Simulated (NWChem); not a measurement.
System: C$_{2}$H$_{6}$O$_{2}$Si; SMILES CC(=O)O[SiH3]

Input file for NWChem:

```
start job
memory heap 200 mb stack 900 mb global 1100 mb
geometry units angstroms noautosym nocenter noautoz
  Si     0.019585     1.728714    -0.001038
  O      0.786859     0.166909     0.001054
  C     -0.077315    -0.878988     0.001162
  C      0.621393    -2.213718     0.001971
  O     -1.285440    -0.706566     0.000472
  H     -0.793216     1.926121     1.240896
  H      1.198989     2.652282    -0.001903
  H     -0.792690     1.923056    -1.243791
  H     -0.121660    -3.029252     0.003972
  H      1.279067    -2.292015     0.890461
  H      1.276176    -2.294240    -0.888487
end
basis spherical
  * library def2-svp
end
dft
  xc b3lyp
  iterations 150
  mulliken
end
task dft energy
esp
  recalculate
  probe 0.07
  range 0.3
  factor 1.0
  spacing 0.02
end
task esp
```

Parts of the log:

```
             Northwest Computational Chemistry Package (NWChem) 7.3.0
             --------------------------------------------------------

                             Geometry "geometry" -> ""
                             -------------------------

 Output coordinates in angstroms (scale by  1.889725989 to convert to a.u.)

  No.       Tag          Charge          X              Y              Z
 ---- ---------------- ---------- -------------- -------------- --------------
    1 Si                  14.0000     0.01958500     1.72871400    -0.00103800
    2 O                    8.0000     0.78685900     0.16690900     0.00105400
    3 C                    6.0000    -0.07731500    -0.87898800     0.00116200
    4 C                    6.0000     0.62139300    -2.21371800     0.00197100
    5 O                    8.0000    -1.28544000    -0.70656600     0.00047200
    6 H                    1.0000    -0.79321600     1.92612100     1.24089600
    7 H                    1.0000     1.19898900     2.65228200    -0.00190300
    8 H                    1.0000    -0.79269000     1.92305600    -1.24379100
    9 H                    1.0000    -0.12166000    -3.02925200     0.00397200
   10 H                    1.0000     1.27906700    -2.29201500     0.89046100
   11 H                    1.0000     1.27617600    -2.29424000    -0.88848700

 Effective nuclear repulsion energy (a.u.)     229.7813226729

                                 NWChem DFT Module
                                 -----------------

 Summary of "ao basis" -> "ao basis" (spherical)
 ------------------------------------------------------------------------------
       Tag                 Description            Shells   Functions and Types
 ---------------- ------------------------------  ------  ---------------------
 Si                         def2-svp                 8       18   4s3p1d
 O                          def2-svp                 6       14   3s2p1d
 C                          def2-svp                 6       14   3s2p1d
 H                          def2-svp                 3        5   2s1p

            General Information
            -------------------
          SCF calculation type: DFT
          Wavefunction type:  closed shell.
          No. of atoms     :    11
          No. of electrons :    48
           Alpha electrons :    24
            Beta electrons :    24
          Charge           :     0
          Spin multiplicity:     1
          Use of symmetry is: off; symmetry adaption is: off
          Maximum number of iterations: 150
          AO basis - number of functions:   104
                     number of shells:    50
          Convergence on energy requested:  1.00D-06
          Convergence on density requested:  1.00D-05
          Convergence on gradient requested:  5.00D-04

              XC Information
              --------------
                         B3LYP Method XC Potential
                     Hartree-Fock (Exact) Exchange  0.200
                        Slater Exchange Functional  0.800 local
                    Becke 1988 Exchange Functional  0.720 non-local
              Lee-Yang-Parr Correlation Functional  0.810
                  VWN I RPA Correlation Functional  0.190 local

             Grid Information
             ----------------
          Grid used for XC integration:  medium
          Radial quadrature: Mura-Knowles
          Angular quadrature: Lebedev.
          Tag              B.-S. Rad. Rad. Pts. Rad. Cut. Ang. Pts.
          ---              ---------- --------- --------- ---------
          Si                  1.10       88          12.0       590
          O                   0.60       49          11.0       434
          C                   0.70       49          12.0       434
          H                   0.35       45          13.0       434
          Grid pruning is: on
          Number of quadrature shells:   554
          Spatial weights used:  Erf1

      Superposition of Atomic Density Guess
      -------------------------------------

 Sum of atomic energies:        -516.36614718

      Non-variational initial energy
      ------------------------------

 Total energy =    -518.566691
 1-e energy   =   -1167.243249
 2-e energy   =     418.895236
 HOMO         =      -0.395276
 LUMO         =       0.030431

     ---------------------------------------------
      Total Density - Mulliken Population Analysis
     ---------------------------------------------

    Atom       Charge   Shell Charges
 -----------   ------   -------------------------------------------------------
    1 Si  14    13.26   2.00  1.99  0.97  0.27  5.94  1.00  0.92  0.17
    2 O    8     8.73   1.99  1.10  0.69  2.99  1.94  0.01
    3 C    6     5.11   1.99  0.89  0.18  1.42  0.52  0.12
    4 C    6     6.25   1.99  0.96  0.17  2.06  1.05  0.02
    5 O    8     8.76   1.99  1.13  0.69  3.07  1.87  0.01
    6 H    1     1.08   0.70  0.37  0.01
    7 H    1     1.10   0.70  0.39  0.01
    8 H    1     1.08   0.70  0.37  0.01
    9 H    1     0.89   0.66  0.21  0.02
   10 H    1     0.87   0.65  0.20  0.02
   11 H    1     0.87   0.65  0.20  0.02

   convergence    iter        energy       DeltaE   RMS-Dens  Diis-err
 ---------------- ----- ----------------- --------- --------- ---------
 d= 0,ls=0.0,diis     1   -519.4265790756 -7.49D+02  1.82D-02  1.16D+00
 d= 0,ls=0.0,diis     2   -519.1615465958  2.65D-01  1.21D-02  4.16D+00
 d= 0,ls=0.0,diis     3   -519.5533112213 -3.92D-01  3.16D-03  1.45D-01
 d= 0,ls=0.0,diis     4   -519.5618313295 -8.52D-03  1.31D-03  6.07D-02
 d= 0,ls=0.0,diis     5   -519.5674330853 -5.60D-03  2.58D-04  1.16D-03
  Resetting Diis
 d= 0,ls=0.0,diis     6   -519.5675477646 -1.15D-04  6.22D-05  5.32D-05
 d= 0,ls=0.0,diis     7   -519.5675543000 -6.54D-06  3.00D-05  3.18D-06
 d= 0,ls=0.0,diis     8   -519.5675539758  3.24D-07  1.76D-05  6.56D-06
 d= 0,ls=0.0,diis     9   -519.5675546418 -6.66D-07  4.34D-06  6.34D-07

         Total DFT energy =     -519.567554641785
      One electron energy =    -1170.617476114321
           Coulomb energy =      472.435600576174
    Exchange-Corr. energy =      -51.167001776553
 Nuclear repulsion energy =      229.781322672915

 Numeric. integr. density =       48.000010591637

                       DFT Final Molecular Orbital Analysis
                       ------------------------------------

 Vector   22  Occ=2.000000D+00  E=-3.433562D-01
              MO Center=  3.0D-01,  1.6D+00, -2.0D-03, r^2= 3.1D+00
   Bfn.  Coefficient  Atom+Function         Bfn.  Coefficient  Atom+Function
  ----- ------------  ---------------      ----- ------------  ---------------
    80      0.321400   7 H  s                 8      0.265748   1 Si px
    22     -0.263300   2 O  px               81      0.220419   7 H  s
    75     -0.195464   6 H  s                85     -0.196168   8 H  s
    25     -0.184627   2 O  px                5     -0.145737   1 Si px
    11      0.135372   1 Si px               64     -0.124697   5 O  px

 Vector   23  Occ=2.000000D+00  E=-3.228222D-01
              MO Center= -2.2D-01,  2.7D-01,  7.5D-04, r^2= 2.8D+00
   Bfn.  Coefficient  Atom+Function         Bfn.  Coefficient  Atom+Function
  ----- ------------  ---------------      ----- ------------  ---------------
    24      0.443125   2 O  pz               66     -0.361654   5 O  pz
    27      0.343253   2 O  pz               69     -0.263248   5 O  pz
    75     -0.170209   6 H  s                85      0.169834   8 H  s
    76     -0.152498   6 H  s                86      0.152350   8 H  s
    10     -0.110440   1 Si pz               38     -0.074420   3 C  pz

[...]

                     NWChem Electrostatic Potential Fit Module
                     -----------------------------------------

 Atom parameters

 Number of atoms is                                   11
 Number of basis functions is                        104

 Grid parameters

 Maximum number of grid points is                  45618
 Number of grid points is                          45617
 Grid range                                     0.300000 nm
 Grid spacing                                   0.020000 nm
 Probe radius                                   0.070000 nm
 Atom radius factor                             1.000000

 Atomic radii

    1    0.100000
    6    0.147000
    8    0.136000
   14    0.187000
 FASTESP  F
  using M.O. file = ./job.movecs

    Atom              Coordinates                           Charge

                                                  ESP

    1 Si    0.001959    0.172871   -0.000104    0.624971
    2 O     0.078686    0.016691    0.000105   -0.492608
    3 C    -0.007732   -0.087899    0.000116    0.811919
    4 C     0.062139   -0.221372    0.000197   -0.346692
    5 O    -0.128544   -0.070657    0.000047   -0.551558
    6 H    -0.079322    0.192612    0.124090   -0.106481
    7 H     0.119899    0.265228   -0.000190   -0.127373
    8 H    -0.079269    0.192306   -0.124379   -0.106115
    9 H    -0.012166   -0.302925    0.000397    0.092786
   10 H     0.127907   -0.229202    0.089046    0.100339
   11 H     0.127618   -0.229424   -0.088849    0.100812
                                            ------------
                                                0.000000

 Dipole moment                                  0.605737

 Quadrupole moment Qxx                        -11.554508
                   Qyy                         10.503149
                   Qzz                          1.051359

 RMS deviation kJ/mol                           0.052273

 RRMS %                                        30.343444
```

Level: B3LYP/def2-SVP. Coordinates come from a PBE-D3(BJ)/def2-SVP optimisation.
